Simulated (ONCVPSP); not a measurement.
Ranking ONCV potentials for chromium (Cr)

All share these settings but for the change named:

| Quantity | Value |
| --- | --- |
| Element | chromium |
| Generator | ONCVPSP 4.0.1 |
| Type | optimised norm-conserving Vanderbilt (ONCV) |
| Functional | PBE |
| Relativity | scalar-relativistic |
| Frozen core | [Ne] |
| Valence charge | 14 |
| Reference configuration | 3s2 3p6 3d5 4s0.75 (charge +0.25) |
| Partial waves | 3s+4s: rc 1.60 bohr, ncon 4, nbas 7, qcut 9.8 1/bohr, 3 projectors, debl 1.4 Ha; 3p: rc 1.45 bohr, ncon 3, nbas 7, qcut 8.7 1/bohr, 1 projector; 3d: rc 1.30 bohr, ncon 4, nbas 9, qcut 12 1/bohr, 1 projector |
| Local potential | polynomial inside 1.10 bohr (lpopt 5, dvloc0 0 Ha) |
| Core correction | Teter function, fcfact 4, rcfact 1.45 |

Test errors are all-electron minus pseudo excitation energies from the reference, over 3s2 3p6 3d5 4s1; 3s2 3p6 3d5 4s0; 3s2 3p6 3d4 4s0; 3s2 3p6 3d5 4s0 4p1. None of these files shows a bound ghost.

The base gives 2.3 meV.

Of 10 variants that were run, those that failed, showed a ghost or another fault, or gave nearly equal values are left out.

Rank these variants by their largest absolute test error, smallest first.
A. s: qcut 11.6; p: qcut 10.3; d: qcut 14.2
B. s: qcut 7.9; p: qcut 7; d: qcut 9.7
C. s: qcut 10.7; p: qcut 9.5; d: qcut 13.1
D. s: qcut 6.5; p: qcut 5.8; d: qcut 8
E. s: qcut 9; p: qcut 8; d: qcut 11

E (2.8 meV), C (3.7 meV), A (4.4 meV), B (8.8 meV), D (26.1 meV).
